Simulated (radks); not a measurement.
The numbers below are computed, except where a source is named.
Valence configurations of Cl3+ (all share [Ne]). Code: a radial shooting solver on a logarithmic mesh with Libxc functionals. Model: Dirac Kohn-Sham, PBE, spin-unpolarised, spherical densities, finite nucleus; open shells fill j = l - 1/2 first; Fermi nuclear charge, rms radius 3.3654 fm. Energies are relative to 3s2 3p2; eigenvalues in eV.

3s2 3p2: E (eV) 0.000; e(3p1/2) -45.205; e(3s1/2) -58.842
3p4: E (eV) 27.719; e(3p1/2) -46.211; e(3p3/2) -46.023
3s1 3p3: E (eV) 13.841; e(3p1/2) -45.716; e(3p3/2) -45.530; e(3s1/2) -59.390
3s0.5 3p3.5: E (eV) 20.776; e(3p1/2) -45.966; e(3p3/2) -45.779; e(3s1/2) -59.657
3s1.5 3p2.5: E (eV) 6.916; e(3p1/2) -45.463; e(3p3/2) -45.277; e(3s1/2) -59.119

NIST lists [Ne] 3s2 3p2 as the ground configuration; this level of theory agrees among the configurations tried. The energies are those of spherical spin-averaged densities, not of single terms.
